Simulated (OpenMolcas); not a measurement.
**O²⁺: effect of the basis set**

| Property | Result |
| --- | --- |
| Program | OpenMolcas 26.06 |
| Method | SS-CASPT2, IPEA 0.25 Eh, imaginary shift 0.1 Eh (closed shells correlated: 1s 2s) |
| Active space | 2 electrons in 3 orbitals (2p) |
| State averaging | 2S+1 = 3 even, 3 roots; 2S+1 = 1 even, 6 roots |
| Spin-orbit coupling | state interaction with AMFI integrals over the reference wave functions, term energies averaged over their components |

A. ANO-RCC-VDZP [3s2p1d], DKH2, point nucleus; CASPT2 step about 0.8 core-seconds
B. ANO-RCC-VTZP [4s3p2d1f], DKH2, point nucleus; CASPT2 step about 0.9 core-seconds
C. ANO-L-VTZP [4s3p2d1f], non-relativistic, point nucleus; CASPT2 step roughly 0.9 core-seconds
D. ANO-R2 [4s4p2d1f], X2C, finite nucleus; CASPT2 step roughly 0.9 core-seconds
E. ANO-R3 [4s4p2d1f], X2C, finite nucleus; CASPT2 step of the order of 0.9 core-seconds
F. ANO-RCC-VQZP [5s4p3d2f1g], DKH2, point nucleus; CASPT2 step about 1.3 core-seconds

Energies in cm-1 above 2s2 2p2 3P0, the measured ground level; measured values from Moore, Selected Tables of Atomic Spectra, NSRDS-NBS 3, section 11.

```
      Level      A      B      C      D      E      F  Measured
2s2 2p2 3P0    0.0    0.0    0.0    0.0    0.0    0.0       0.0
2s2 2p2 3P1    105    114    113    110    110    111       113
2s2 2p2 3P2    310    336    334    326    326    328          
2s2 2p2 1D2  21480  20770  20810  20640  20640  20470     20273
2s2 2p2 1S0  48140  47120  47310  46670  46670  46380     43186
```

Deviations, from unrounded energies. A percentage is the sum of absolute deviations over the sum of measured energies, with the sign that they share, or ± where signs differ.

| Against measurement | Levels | A | B | C | D | E | F |
| --- | --- | --- | --- | --- | --- | --- | --- |
| mean absolute deviation (cm-1) | 3 | 2100 | 1500 | 1600 | 1300 | 1300 | 1100 |
| fine structure of the ground term (%) | 1 | -7.3 | +0.6 | -0.2 | -2.5 | -2.5 | -1.8 |
| other terms of the ground configuration (%) | 2 | +9.7 | +7.0 | +7.4 | +6.1 | +6.1 | +5.4 |

F lies closest to measurement on these levels and A furthest from it. The largest miss of F in the table is 2s2 2p2 1S0, by +3200 cm-1. The ranking rests on the paired levels alone, and a cruder setting can come out closer through cancelling errors.

Among A to F the level of the table that moves most is 2s2 2p2 1S0, by 1800 cm-1 (lowest in F, highest in A). Moves below CASPT2's spread within the term are not significant.

Term energies are means over components that CASPT2 splits; among the terms shown or strongly mixed into the levels shown the widest spread is 95 cm-1 (2s2 2p2 1D, C). With the s shell closed, the reference lacks s² → p² mixing. Measured partners are found by configuration, term and J. A level has none where our copy of the source lacks it or the pairing is in doubt (some pairs that miss far off the trend of their configuration count as doubtful), and it then counts in no deviation. Only configurations of the active space appear.
